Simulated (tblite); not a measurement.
Compound: C3H5O4S (doublet state).
Geometry (GFN2-xTB, Å), atoms numbered from 1 in this order:
```
atom  x, y, z in Å
C1    -1.5840    0.6768    0.2951
S2    -0.6457   -0.8537    0.1391
O3    -1.2551   -1.6687   -0.8834
O4    -0.4057   -1.4388    1.4163
C5     0.9361   -0.4561   -0.6802
C6     1.8482    0.5830    0.2636
O7     1.1725    1.2866    0.9562
O8     2.9903    0.3672   -0.0449
H9    -1.0629    1.3318    0.9805
H10   -2.5560    0.3985    0.6851
H11   -1.6787    1.1124   -0.6905
H12    0.7478    0.0416   -1.6272
H13    1.4888   -1.3801   -0.8275
```

All values are computed: GFN2-xTB (tblite) harmonic vibrations without scaling, gas phase. The method is semi-empirical: single wavenumbers can be off by several per cent or more. One conformer, not necessarily the lowest. Open shells enter through the occupations alone, without spin polarisation, and single modes of such species can be off by tens of per cent.

Harmonic wavenumbers (cm⁻¹): 29.8, 66.7, 95.7, 162.8, 209.0, 255.5, 291.3, 296.7, 399.1, 458.0, 494.8, 568.5, 627.0, 645.4, 718.1, 770.5, 856.7, 870.8, 916.9, 1046.2, 1102.7, 1254.9, 1264.7, 1281.3, 1339.0, 1399.0, 1406.0, 1961.3, 3005.3, 3026.6, 3062.8, 3083.1, 3097.5.

A = 3262, B = 1268, C = 1143 MHz; mass 136.991 u (most abundant isotopes); point group C1, symmetry number 1; spin multiplicity 2.

**Question.** What is the zero-point energy?

**Answer.** ½Σν̃ = 18032 cm⁻¹ = 215.71 kJ/mol.

**Question.** Entropy at 200 K, 1 bar (ideal gas, RRHO, classical rotation)?

**Answer.** Translation 161.92, rotation 114.73, vibration 78.66, spin (R ln 2) 5.76: S = 361.1 J/(mol K).

**Question.** And Cp and H(200 K) − H(0)?

**Answer.** Cp = 112.04 J/(mol K), of which vibrations give 78.78 (their classical limit is 33 R = 274.4); H(200 K) − H(0) = 14.83 kJ/mol without the zero-point energy, 8.18 from vibrations.

**Question.** Blend soft modes into free rotors: weight 1/[1 + (100 cm⁻¹/ν̃)⁴] for the oscillator and the rest for a rotor with moment μB/(μ + B), μ = h/(8π²ν), B = 10⁻⁴⁴ kg m². What vibrational entropy results?

**Answer.** 70.47 J/(mol K) in place of 78.66, which changes −T·S at 200 K by +1.64 kJ/mol.

**Question.** How do the functions run with temperature in this model?

**Answer.** 
```json
{"T (K)": "50", "S (J/(mol K))": "253.0", "Cp (J/(mol K))": "54.8", "H − H(0) (kJ/mol)": "2.17", "G − H(0) (kJ/mol)": "-10.48", "ln q(vib)": "0.79"}
{"T (K)": "100", "S (J/(mol K))": "297.3", "Cp (J/(mol K))": "75.3", "H − H(0) (kJ/mol)": "5.43", "G − H(0) (kJ/mol)": "-24.31", "ln q(vib)": "2.04"}
{"T (K)": "298.15", "S (J/(mol K))": "411.8", "Cp (J/(mol K))": "143.6", "H − H(0) (kJ/mol)": "27.42", "G − H(0) (kJ/mol)": "-95.37", "ln q(vib)": "6.91"}
{"T (K)": "373.15", "S (J/(mol K))": "446.3", "Cp (J/(mol K))": "164.1", "H − H(0) (kJ/mol)": "38.98", "G − H(0) (kJ/mol)": "-127.57", "ln q(vib)": "8.66"}
{"T (K)": "500", "S (J/(mol K))": "498.4", "Cp (J/(mol K))": "191.7", "H − H(0) (kJ/mol)": "61.63", "G − H(0) (kJ/mol)": "-187.57", "ln q(vib)": "11.49"}
{"T (K)": "750", "S (J/(mol K))": "583.5", "Cp (J/(mol K))": "227.2", "H − H(0) (kJ/mol)": "114.38", "G − H(0) (kJ/mol)": "-323.22", "ln q(vib)": "16.58"}
{"T (K)": "1000", "S (J/(mol K))": "652.1", "Cp (J/(mol K))": "249.2", "H − H(0) (kJ/mol)": "174.13", "G − H(0) (kJ/mol)": "-477.94", "ln q(vib)": "21.08"}
```

q(vib) and H(0) count from the zero-point level.

Hindered rotation and anharmonicity are outside this model. Other conformers, if any are populated, would add a mixing term that is left out. The structure is chiral; the term R ln 2 for an equal mix with its mirror image is left out.
